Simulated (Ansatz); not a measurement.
BH5N2O, SMILES `NB(N)O`. The species carries charge 0 and has multiplicity 1.

Cartesian coordinates in Å:
```
N -0.972 0.221 0.759
B 0.039 0.049 -0.227
N 1.265 -0.594 0.066
O -0.122 0.499 -1.526
H -1.850 0.673 0.582
H -0.874 -0.099 1.704
H 1.969 -0.710 -0.638
H 1.509 -0.965 0.964
H -0.963 0.926 -1.684
```

Question: Give the diagnostics of a CCSD(T)/def2-TZVPP run (frozen core, Ansatz 0.2.0). (Best estimate.)

Answer: Ansatz gave: T1 = 0.0101, largest single amplitude 0.028, largest double 0.023, (T) share of the correlation energy 3.5 %, 9 CCSD cycles. The RHF solution is stable towards an unrestricted one. T1 lies under the customary mark of 0.02 for closed shells.
